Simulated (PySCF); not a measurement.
Job for PySCF: R-M06-2X/def2-TZVPP on AsBF2H2 (SMILES FB(F)[AsH2]), a point of a torsion scan.

```python
from pyscf import gto, dft

mol = gto.M(
    atom='''
    F    -1.81132140   -0.97222177    0.40180214
    B    -0.86248985   -0.12436230    0.05562593
    F    -1.32196365    0.94117527   -0.56787248
    As    1.10886965   -0.45145572    0.42834459
    H     1.51583107    0.33069247   -0.78826068
    H     1.19542556    0.82145949    1.22301095
    ''',
    basis='def2-tzvpp',
    charge=0, spin=0, verbose=4, max_memory=1800)
mf = dft.RKS(mol, xc='m062x').density_fit(auxbasis='def2-universal-jkfit')
mf.grids.level = 4
mf.conv_tol = 1e-9
mf.max_cycle = 150
mf.kernel()
mf.dip_moment()
```

It printed:

```
PySCF version 2.14.0

[INPUT] verbose = 4
[INPUT] num. atoms = 6
[INPUT] num. electrons = 58
[INPUT] charge = 0
[INPUT] spin (= nelec alpha-beta = 2S) = 0
[INPUT] symmetry False subgroup None
[INPUT] Mole.unit = angstrom
[INPUT] Symbol           X                Y                Z      unit          X                Y                Z       unit  Magmom
[INPUT]  1 F     -1.811321400000  -0.972221770000   0.401802140000 AA   -3.422901369564  -1.837232877640   0.759296000864 Bohr   0.0
[INPUT]  2 B     -0.862489850000  -0.124362300000   0.055625930000 AA   -1.629869601717  -0.235010687221   0.105117773124 Bohr   0.0
[INPUT]  3 F     -1.321963650000   0.941175270000  -0.567872480000 AA   -2.498149245130   1.778563495514  -1.073123460878 Bohr   0.0
[INPUT]  4 As     1.108869650000  -0.451455720000   0.428344590000 AA    2.095459946342  -0.853127668168   0.809453962039 Bohr   0.0
[INPUT]  5 H      1.515831070000   0.330692470000  -0.788260680000 AA    2.864505573406   0.624918199756  -1.489596799963 Bohr   0.0
[INPUT]  6 H      1.195425560000   0.821459490000   1.223010950000 AA    2.259026910705   1.552333458525   2.311155742844 Bohr   0.0

nuclear repulsion = 235.739130794147
number of shells = 61
number of NR pGTOs = 273
number of NR cGTOs = 169
basis = def2-tzvpp
ecp = {}


******** <class 'pyscf.df.df_jk.DFRKS'> ********
method = DFRKS
initial guess = minao
damping factor = 0
level_shift factor = 0
DIIS = <class 'pyscf.scf.diis.CDIIS'>
diis_start_cycle = 1
diis_space = 8
diis_damp = 0
SCF conv_tol = 1e-09
SCF conv_tol_grad = None
SCF max_cycles = 150
direct_scf = False
XC library pyscf.dft.libxc version 7.1.2
    S. Lehtola, C. Steigemann, M. J. T. Oliveira, and M. A. L. Marques,  SoftwareX 7, 1–5 (2018)
XC functionals = m062x
    Y. Zhao and D. G. Truhlar,  Theor. Chem. Acc. 120, 215 (2008)
    Y. Zhao and D. G. Truhlar,  Theor. Chem. Acc. 120, 215 (2008)
radial grids:
    Treutler-Ahlrichs [JCP 102, 346 (1995); DOI:10.1063/1.469408] (M4) radial grids

becke partition: Becke, JCP 88, 2547 (1988); DOI:10.1063/1.454033
pruning grids: <function nwchem_prune>
grids dens level: 4
symmetrized grids: False
atomic radii adjust function: <function treutler_atomic_radii_adjust>
small_rho_cutoff = 0
Set gradient conv threshold to 3.16228e-05
Initial guess from minao.
tot grids = 147384
******** <class 'pyscf.df.df.DF'> ********
auxbasis = def2-universal-jkfit
init E= -2461.33317169448
  HOMO = -0.308853780126988  LUMO = -0.0421604880688022  gap/eV = 7.25709
cycle= 1 E= -2461.69445479951  delta_E= -0.361  |g|= 0.606  |ddm|= 2.08
  HOMO = -0.347942242433909  LUMO = -0.0258263432615296  gap/eV = 8.76522
cycle= 2 E= -2461.68859576175  delta_E= 0.00586  |g|= 0.707  |ddm|= 0.605
  HOMO = -0.336610071043054  LUMO = -0.00826232918342268  gap/eV = 8.93480
cycle= 3 E= -2461.75637488007  delta_E= -0.0678  |g|= 0.0395  |ddm|= 0.283
  HOMO = -0.336231981687817  LUMO = -0.00373851975007856  gap/eV = 9.04761
cycle= 4 E= -2461.75662855169  delta_E= -0.000254  |g|= 0.0157  |ddm|= 0.0369
  HOMO = -0.336062441414214  LUMO = -0.00392574052250326  gap/eV = 9.03790
cycle= 5 E= -2461.75666882586  delta_E= -4.03e-05  |g|= 0.00309  |ddm|= 0.014
  HOMO = -0.335913127936166  LUMO = -0.0039067434476305  gap/eV = 9.03435
cycle= 6 E= -2461.75667068142  delta_E= -1.86e-06  |g|= 0.000944  |ddm|= 0.00391
  HOMO = -0.33602629876362  LUMO = -0.00389015539514004  gap/eV = 9.03788
cycle= 7 E= -2461.75667090274  delta_E= -2.21e-07  |g|= 0.000246  |ddm|= 0.0013
  HOMO = -0.336009173448296  LUMO = -0.00389839534516839  gap/eV = 9.03719
cycle= 8 E= -2461.75667092076  delta_E= -1.8e-08  |g|= 0.000108  |ddm|= 0.000374
  HOMO = -0.336008121934967  LUMO = -0.0038913284710186  gap/eV = 9.03736
cycle= 9 E= -2461.75667092283  delta_E= -2.07e-09  |g|= 3.55e-05  |ddm|= 9.02e-05
  HOMO = -0.336009727685934  LUMO = -0.00388901142378949  gap/eV = 9.03747
cycle= 10 E= -2461.75667092308  delta_E= -2.5e-10  |g|= 6.41e-06  |ddm|= 3.28e-05
  HOMO = -0.336009713068407  LUMO = -0.00389000155687608  gap/eV = 9.03744
Extra cycle  E= -2461.75667092308  delta_E= -5e-12  |g|= 6.07e-06  |ddm|= 9.82e-06
converged SCF energy = -2461.75667092308
Dipole moment(X, Y, Z, Debye):  1.05508,  0.22914,  0.10843
```

The calculation finished and met its thresholds.

Cost: roughly 23 core-seconds.
